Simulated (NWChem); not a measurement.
NaOH; SMILES [OH][Na]

```xyz
3

Na    -0.0667    -0.9424     0.0000
O      0.1330     0.9559     0.0000
H      0.2311     1.9075     0.0000
```
Atoms are numbered in this order, from 1.

Results from NWChem. All runs use the structure optimised with PBE0/def2-SVP. Vzz is the largest principal value of the second derivative of the potential at the nucleus (NWChem prints the opposite sign); η is the asymmetry. Non-relativistic.

Predict the results for Hartree-Fock/def2-TZVP. Quantities: Vzz Na1 (a.u.); η Na1; Vzz O2 (a.u.); η O2.


```json
{
  "Vzz Na1 (a.u.)": "-0.342",
  "η Na1": "0.00",
  "Vzz O2 (a.u.)": "1.539",
  "η O2": "0.00"
}
```
